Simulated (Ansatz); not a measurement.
N-methyl-N-silylmethanamine (C2H9NSi), SMILES CN(C)[SiH3].

Geometry: B3LYP-D3(BJ)/def2-SVP.

Two levels are set side by side: PBE/def2-TZVPD (Ansatz, a first-principles code) and CAM-B3LYP/def2-TZVPD (Ansatz). Energy differences of separate SCF runs at the same geometry; the states with an electron removed or added have multiplicity 2 and 2. Differences are taken from unrounded values.

```
quantity                           CAM-B3LYP
---------------------------------  ---------
vertical ionisation energy (eV)         8.43
vertical singlet–triplet gap (eV)       5.34
```

Problem. What does PBE give, and how far is it from CAM-B3LYP? (Estimate from the structure and the level; the computed values follow.)

Solution. 
| quantity | PBE | PBE minus CAM-B3LYP |
|---|---|---|
| vertical ionisation energy (eV) | 8.20 | -0.23 |
| vertical singlet–triplet gap (eV) | 4.77 | -0.57 |
